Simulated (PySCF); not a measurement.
Job file and geometry (Å, from GFN2-xTB) of an NMR shielding run on `N#CCc1cccc(F)c1`, C8H6FN, PySCF, GIAO PBE0/pcSseg-1 NMR shielding, non-relativistic, gas phase; density fitting, a coarse starting grid and PySCF grid level 2 are the driver's defaults:

```
{"job": {"kind": "nmr", "xc": "PBE0", "basis": "pcSseg-1"}, "charge": 0, "multiplicity": 1}
N      3.101951     1.826146    -0.530767
C      2.618380     0.813139    -0.318868
C      1.984243    -0.457576    -0.054256
C      0.488759    -0.262501     0.003069
C     -0.265237    -0.275513    -1.163611
C     -1.633337    -0.072322    -1.117853
C     -2.269846     0.148948     0.090776
C     -1.504601     0.165944     1.241985
F     -2.108162     0.380714     2.427844
C     -0.136913    -0.034065     1.220034
H      2.254944    -1.149843    -0.856135
H      2.365752    -0.843228     0.894632
H      0.220589    -0.444006    -2.113372
H     -2.209014    -0.086204    -2.030297
H     -3.334375     0.307777     0.150765
H      0.419270    -0.008466     2.144643
```

Task: What does the program print?

Result: 
```
coarse grid: 14560 points
cycle   1  E = -462.3104063471  dE =  1.808e+00  |g| = 6.187e-01  |ddm| = 4.000e+00
cycle   2  E = -462.1426332693  dE =  1.678e-01  |g| = 1.096e+00  |ddm| = 1.428e+00
cycle   3  E = -462.3859474093  dE = -2.433e-01  |g| = 2.096e-01  |ddm| = 9.000e-01
cycle   4  E = -462.3946640566  dE = -8.717e-03  |g| = 6.250e-02  |ddm| = 1.762e-01
cycle   5  E = -462.3953444534  dE = -6.804e-04  |g| = 2.426e-02  |ddm| = 6.275e-02
cycle   6  E = -462.3954903971  dE = -1.459e-04  |g| = 5.378e-03  |ddm| = 2.695e-02
cycle   7  E = -462.3954969703  dE = -6.573e-06  |g| = 1.825e-03  |ddm| = 6.673e-03
final grid: 144496 points
cycle   8  E = -462.4605343322  dE = -4.438e-05  |g| = 6.829e-03  |ddm| = 4.516e-02
cycle   9  E = -462.4605296910  dE =  4.641e-06  |g| = 8.581e-03  |ddm| = 1.516e-02
cycle  10  E = -462.4605457785  dE = -1.609e-05  |g| = 1.499e-03  |ddm| = 8.566e-03
cycle  11  E = -462.4605462126  dE = -4.341e-07  |g| = 2.720e-04  |ddm| = 1.430e-03
cycle  12  E = -462.4605462260  dE = -1.337e-08  |g| = 1.637e-04  |ddm| = 4.233e-04
cycle  13  E = -462.4605462319  dE = -5.978e-09  |g| = 4.293e-05  |ddm| = 1.763e-04
cycle  14  E = -462.4605462322  dE = -2.485e-10  |g| = 2.625e-05  |ddm| = 4.086e-05
converged SCF energy = -462.4605462322

GIAO shielding tensors (ppm)
atom      isotropic    diamagn.    paramagn.     s11        s22        s33       span
  0 N      -36.407     339.197    -375.603   -202.241   -188.489    281.511    483.752
  1 C       65.132     259.939    -194.808    -51.198    -46.988    293.580    344.778
  2 C      161.680     245.326     -83.645    149.732    155.785    179.524     29.792
  3 C       46.344     262.670    -216.326    -55.533     27.033    167.530    223.063
  4 C       56.910     252.220    -195.310    -45.409     47.450    168.689    214.099
  5 C       49.956     255.849    -205.893    -57.857     32.003    175.721    233.577
  6 C       65.682     257.009    -191.327    -19.895     46.947    169.993    189.887
  7 C       13.419     253.644    -240.225    -73.725     29.492     84.489    158.214
  8 F      283.182     477.605    -194.423    202.206    295.654    351.685    149.479
  9 C       64.667     253.546    -188.879    -17.051     54.134    156.917    173.969
 10 H       28.185      27.676       0.509     24.346     26.793     33.415      9.070
 11 H       28.359      27.790       0.569     24.163     27.426     33.488      9.326
 12 H       24.342      33.113      -8.771     20.643     23.763     28.620      7.977
 13 H       23.977      30.628      -6.651     20.575     24.689     26.667      6.092
 14 H       24.336      29.475      -5.140     20.841     25.083     27.082      6.241
 15 H       24.424      32.148      -7.724     20.507     23.811     28.954      8.447
```

Task: Turn these shieldings into chemical shifts. Scale: $^{15}$N (267.73 ppm) vs NH3; TMS for $^{13}$C (186.93 ppm), $^{1}$H (31.72 ppm); CFCl3 for $^{19}$F (170.95 ppm) (reference shieldings calculated alike).

Result: Averaging equivalent atoms: N 0: 304.1; C 7: 173.5; C 3: 140.6; C 5: 137.0; C 4: 130.0; C 9: 122.3; C 1: 121.8; C 6: 121.2; C 2: 25.2; F 8: -112.2; H 13: 7.74; H 14: 7.38; H 12: 7.37; H 15: 7.29; H 10/11: 3.45 ppm. Unscaled 19F shifts against computed CFCl3 carry errors that often reach 10 to 50 ppm. Experimental scales use liquid or dissolved standards, which lie at an offset from isolated NH3 (liquid NH3: subtract about 20 ppm). Unscaled 15N shifts of sp2 nitrogen come out 20 to 40 ppm too high even then.

Size and cost of the density-fitted run: 200 basis functions, 30 s wall time on 1 thread of an Arm Neoverse V2, shared host.
